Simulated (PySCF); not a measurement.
PbI, SMILES [Pb+][I] (connectivity only; charge and spin as stated), charge +1, multiplicity 1.

Geometry optimised at r2SCAN-D4/def2-TZVP. The spin state was assumed, not searched. The def2 effective core potentials stand for the cores of I, Pb; spin–orbit coupling is left out.

Level of theory: PBE/def2-TZVPD run with PySCF.

The molecule is in vacuum.

The total energy is -490.40657 hartree. The point group comes out as C∞v and the highest occupied level comes out as -12.05 eV. The lowest empty level is -9.14 eV. The orbital gap is 2.91 eV. The dipole moment about the centre of nuclear charge is 3.13 D and the mean static polarisability is 65.9 bohr³ (9.77 Å³). The polarisability, principal values comes out as 47.0, 47.0, 103.7 bohr³.
